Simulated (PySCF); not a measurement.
**Partial charges of `COC[SiH2][SiH2]CC(F)(F)F`**

C₄H₁₁F₃OSi₂.
Numbering: `[CH3:1][O:2][CH2:3][SiH2:4][SiH2:5][CH2:6][C:7]([F:8])([F:9])[F:10]` (hydrogens: H11, H12, H13 on C1; H14, H15 on C3; H16, H17 on Si4; H18, H19 on Si5; H20, H21 on C6)

Cartesian coordinates in Å at the GFN2-xTB level; atoms count from 1:
```
atom  x, y, z in Å
C1     3.2570   -0.5183    0.7444
O2     2.0466    0.0433    0.3105
C3     2.0238    0.4101   -1.0616
Si4    0.1893    0.8998   -1.3029
Si5   -0.6344   -0.4082    0.4275
C6    -2.5586   -0.5547    0.3226
C7    -3.2079    0.7754    0.4852
F8    -2.8742    1.6438   -0.4953
F9    -2.8748    1.3829    1.6379
F10   -4.5561    0.7261    0.4758
H11    3.1349   -0.7525    1.8001
H12    3.4885   -1.4362    0.1897
H13    4.0859    0.1881    0.6177
H14    2.7434    1.2143   -1.2496
H15    2.3237   -0.4437   -1.6817
H16    0.0680    2.3557   -1.1738
H17   -0.1983    0.5829   -2.6877
H18   -0.2496   -1.8288    0.3623
H19   -0.3869    0.0537    1.7962
H20   -2.9416   -1.1973    1.1125
H21   -2.8876   -0.9647   -0.6301
```

Density: PBE0/pcSseg-1 (PySCF); schemes: Mulliken, IAO, Hirshfeld and ESP-fitted. Geometry: GFN2-xTB, one conformer, isolated molecule.

Question: Tabulate the Mulliken, IAO, Hirshfeld and ESP-fitted charges.

Answer: In e; atoms taken as equivalent share a row and are averaged (×n: the atom named and its like, n in all):

```csv
atom,environment,Mulliken,IAO,Hirshfeld,ESP-fitted
C1,methoxy carbon,-0.017,-0.199,-0.036,-0.318
O2,ether oxygen,-0.555,-0.383,-0.112,-0.175
C3,sp3 carbon bound to oxygen,-0.228,-0.325,-0.089,-0.172
Si4,SiH2 silicon,+0.362,+0.464,+0.242,+0.215
Si5,SiH2 silicon,+0.361,+0.475,+0.228,+0.283
C6,sp3 carbon bound to silicon,-0.578,-0.587,-0.192,-0.562
C7,CF3 carbon,+0.755,+0.806,+0.254,+0.664
F8/F9/F10,fluorine of a CF3 group,-0.277,-0.292,-0.098,-0.219
H11/H12/H13,methyl hydrogen,+0.105,+0.137,+0.044,+0.138
H14/H15,methylene hydrogen,+0.126,+0.130,+0.034,+0.103
H16/H17,Si–H hydrogen,-0.047,-0.099,-0.073,-0.061
H18/H19,Si–H hydrogen,-0.036,-0.096,-0.077,-0.068
H20/H21,methylene hydrogen,+0.165,+0.172,+0.050,+0.181
```

Mean size of the charges over all atoms: IAO 0.263 e, Mulliken 0.226 e, ESP-fitted 0.204 e, Hirshfeld 0.098 e. Each set sums to the total charge, 0, to within 0.001 e. The Hirshfeld scheme divides the density at each point in proportion to the densities of the neutral, spherically averaged free atoms. The IAO scheme projects the occupied orbitals on a minimal set of polarised atomic orbitals and counts the electrons in each atom's part of it.

Some averages cover members that differ in this geometry: H18/H19, Mulliken -0.055 to -0.018; H11/H12/H13, IAO +0.124 to +0.159; H11/H12/H13, Mulliken +0.093 to +0.125; F8/F9/F10, ESP-fitted -0.235 to -0.209 e.

Lowest charge. All schemes agree: Mulliken C6 (-0.578); IAO C6 (-0.587); Hirshfeld C6 (-0.192); ESP-fitted C6 (-0.562).

Highest charge. All schemes agree: Mulliken C7 (+0.755); IAO C7 (+0.806); Hirshfeld C7 (+0.254); ESP-fitted C7 (+0.664).

Question: How closely do the schemes follow one another over all atoms?

Answer: Correlation coefficient and root-mean-square difference: Mulliken with IAO 0.97, 0.074 e; IAO with Hirshfeld 0.96, 0.209 e; IAO with ESP-fitted 0.96, 0.103 e; Mulliken with ESP-fitted 0.92, 0.118 e; Mulliken with Hirshfeld 0.92, 0.196 e; Hirshfeld with ESP-fitted 0.89, 0.156 e.

Question: How many electrons does the ESP-fitted scheme count on F9?

Answer: Its own charge is -0.212 e, so Z − q = 9.212.

Question: Sum the charges by element, for elements with more than one atom.

Answer: 
| element | atoms | Mulliken | IAO | Hirshfeld | ESP-fitted |
| --- | --- | --- | --- | --- | --- |
| C | 4 | -0.066 | -0.305 | -0.064 | -0.388 |
| Si | 2 | +0.723 | +0.939 | +0.470 | +0.498 |
| F | 3 | -0.831 | -0.876 | -0.295 | -0.657 |
| H | 11 | +0.729 | +0.625 | 0.000 | +0.722 |
